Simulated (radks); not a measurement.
Calculated with a radial shooting solver on a logarithmic mesh with Libxc functionals: scalar-relativistic Kohn-Sham, PBE, spin-polarised, spherical densities, finite nucleus; open shells are filled with parallel spins first (spin-orbit coupling, left out, can overturn this in heavy ions); Fermi nuclear charge, rms radius of each element as measured or else 0.836 A^(1/3) + 0.57 fm. Response by self-consistent Sternheimer equations with the Hartree and adiabatic LDA kernel, the relativistic mass of each level held fixed and spin-orbit coupling left out. For heavy and open-shell atoms this level of theory can miss by tens of per cent. Estimate the static dipole polarisabilities of Bi ([Hg] 6p3) and Pt ([Xe] 4f14 5d9 6s1) and the C6 coefficients of the three pairs.

Answer. alpha = 55.94 and 39.07 bohr^3; C6 = 672.3 (Bi-Bi), 501.1 (Bi-Pt), 376.3 (Pt-Pt) hartree bohr^6.
